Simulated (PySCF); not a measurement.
C5H6F2.
Numbering: `[CH3:1][C:2]1=[C:3]([F:4])[C@@:5]1([CH3:6])[F:7]` (hydrogens: H8, H9, H10 on C1; H11, H12, H13 on C6)

Computed by this run: PBE0-D3(BJ)/def2-SVP geometry optimisation, gas phase in PySCF 2.14.0; density fitting, grid level 1; the optimiser is geomeTRIC in internal coordinates, started from a GFN2-xTB structure with every atom displaced at random (about 0.01 Å).

Geometry at step 4:
```
atom  x, y, z in Å
C1     -2.0193   -0.1204   -0.0230
C2     -0.6742    0.4649   -0.1479
C3      0.2181    1.2990   -0.5979
F4      0.5080    2.3179   -1.3705
C5      0.7422    0.3350    0.3464
C6      1.6609   -0.8221    0.0643
F7      0.9941    0.7141    1.6570
H8     -2.3433   -0.0913    1.0288
H9     -2.7578    0.4175   -0.6332
H10    -2.0093   -1.1775   -0.3308
H11     1.4390   -1.6570    0.7470
H12     1.5463   -1.1710   -0.9704
H13     2.7074   -0.5273    0.2267
```

Task: What forces act on the atoms?

Result: 
| atom | Fx (eV/Å) | Fy (eV/Å) | Fz (eV/Å) |
| --- | --- | --- | --- |
| C1 | 0.014 | 0.013 | -0.002 |
| C2 | -0.093 | -0.071 | 0.025 |
| C3 | 0.270 | 0.122 | 0.140 |
| F4 | -0.104 | -0.023 | 0.030 |
| C5 | 0.122 | -0.276 | 0.063 |
| C6 | -0.080 | -0.106 | -0.208 |
| F7 | -0.171 | 0.340 | 0.009 |
| H8 | -0.005 | 0.005 | -0.005 |
| H9 | 0.010 | 0.003 | -0.006 |
| H10 | -0.010 | -0.015 | -0.008 |
| H11 | 0.006 | 0.026 | 0.000 |
| H12 | 0.025 | -0.037 | -0.028 |
| H13 | 0.015 | 0.019 | -0.009 |

The largest, 0.38 eV/Å, acts on F7; the rms over all components is 0.106 eV/Å. The forces sum to zero within rounding, as they must for an isolated molecule in no field.

Task: Give the force on F7 in Eh/bohr and in nN.

Result: 0.381 eV/Å ÷ 51.422 = 0.00740 Eh/bohr, and 0.381 eV/Å × 1.602 = 0.61 nN.

Task: How far is this geometry from the end of the optimisation?

Result: 0.013 eV above it, and 0.020 Å rms away after alignment. The bonds farthest from their final lengths, with half the difference of the two atoms' forces along the bond (positive lengthens):

```tsv
bond	now (Å)	final (Å)	force along bond (eV/Å)
C2–C5	1.506	1.508	+0.12
```

The angle farthest from its final value is C3–C5–F7, 120.0° against 117.6°.

What follows is the cost of the whole optimisation. On one thread, Arm Neoverse V1 (aarch64), no GPU, shared host, this took 48 s wall and 0.54 GiB of memory at its peak.
